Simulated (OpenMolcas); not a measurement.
Ag2+ (d9) among equal point charges was computed by CASSCF with the d shell active (OpenMolcas, ANO-RCC-VTZP on the metal). Its lowest spin-free states, and all those of the highest spin:

```json
{"2S+1": "2", "Degeneracy": "1", "E (cm-1)": "0.0"}
{"2S+1": "2", "Degeneracy": "2", "E (cm-1)": "203.4"}
{"2S+1": "2", "Degeneracy": "2", "E (cm-1)": "2232"}
```

Is the site octahedral, tetrahedral or cube-like, axial, or of lower symmetry?

The states with 2S+1 = 2 have orbital degeneracies 1, 2, 2. There are pairs but no triples, so the site is axial: not cubic, but with a proper or improper axis of order three or more. The run had Ag2+ among 5 point charges of -2 e arranged as a trigonal bipyramid (D3h), 2.23 Å from the ion, with the axial distance 2.609 Å.

The ground term spreads over less than 5000 cm-1, several times less than with real ligands, so orbital moments are less quenched and χT lies further from the spin-only value than at real sites. Point charges carry no covalency, so the field is a model and not that of real ligands. No measured value stands beside these numbers.
